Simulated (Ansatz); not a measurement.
C12H10, SMILES c1ccc(-c2ccccc2)cc1. Atoms are numbered in the order given.

```xyz
22

C      3.5558     0.0575    -0.1139
C      2.8950    -0.4887     0.9900
C      1.5003    -0.5121     1.0339
C      0.7339     0.0099    -0.0238
C     -0.7496    -0.0151     0.0235
C     -1.4384     0.1948     1.2319
C     -2.8331     0.1713     1.2770
C     -3.5715    -0.0625     0.1136
C     -2.9013    -0.2727    -1.0948
C     -1.5066    -0.2494    -1.1387
C      1.4133     0.5562    -1.1278
C      2.8079     0.5798    -1.1729
H      4.6476     0.0759    -0.1488
H      3.4696    -0.9077     1.8198
H      0.9951    -0.9641     1.8901
H     -0.8727     0.4036     2.1424
H     -3.3467     0.3455     2.2257
H     -4.6633    -0.0809     0.1484
H     -3.4683    -0.4650    -2.0090
H     -0.9934    -0.4400    -2.0836
H      0.8396     0.9901    -1.9495
H      3.3140     1.0170    -2.0372
```
Charge 0, spin multiplicity 1.

Geometry: B3LYP-D3(BJ)/def2-SVP. Other conformers were not sampled.

Two levels are set side by side: PBE-D3(BJ)/def2-SVP (Ansatz, a first-principles code) and B3LYP-D3(BJ)/def2-SVP (Ansatz). Each level has its own optimised geometry; the coordinates shown are those of the second. Differences are taken from unrounded values.

```
quantity              B3LYP-D3(BJ)
--------------------  ------------
mean bond length (Å)         1.270
bond C1–C2 (Å)               1.398
bond C1–C12 (Å)              1.398
bond C2–C3 (Å)               1.396
bond C3–C4 (Å)               1.407
bond C4–C5 (Å)               1.485
bond C4–C11 (Å)              1.407
bond C5–C6 (Å)               1.407
bond C5–C10 (Å)              1.407
bond C6–C7 (Å)               1.396
bond C7–C8 (Å)               1.398
bond C8–C9 (Å)               1.398
bond C9–C10 (Å)              1.396
bond C11–C12 (Å)             1.396
bond C1–H13 (Å)              1.093
bond C2–H14 (Å)              1.093
bond C3–H15 (Å)              1.092
```

What does PBE-D3(BJ) give, and how far is it from B3LYP-D3(BJ)? (The exact figures need the calculation; the answer reports its results.)


| quantity | PBE-D3(BJ) | PBE-D3(BJ) minus B3LYP-D3(BJ) |
|---|---|---|
| mean bond length (Å) | 1.277 | 0.007 |
| bond C1–C2 (Å) | 1.404 | 0.006 |
| bond C1–C12 (Å) | 1.404 | 0.006 |
| bond C2–C3 (Å) | 1.401 | 0.006 |
| bond C3–C4 (Å) | 1.414 | 0.007 |
| bond C4–C5 (Å) | 1.485 | 0.001 |
| bond C4–C11 (Å) | 1.414 | 0.007 |
| bond C5–C6 (Å) | 1.414 | 0.007 |
| bond C5–C10 (Å) | 1.414 | 0.007 |
| bond C6–C7 (Å) | 1.401 | 0.006 |
| bond C7–C8 (Å) | 1.404 | 0.006 |
| bond C8–C9 (Å) | 1.404 | 0.006 |
| bond C9–C10 (Å) | 1.401 | 0.006 |
| bond C11–C12 (Å) | 1.401 | 0.006 |
| bond C1–H13 (Å) | 1.101 | 0.008 |
| bond C2–H14 (Å) | 1.101 | 0.008 |
| bond C3–H15 (Å) | 1.100 | 0.008 |

Exact exchange shortens and stiffens bonds; PBE has none. Differences between two approximate levels are no errors against the true value.
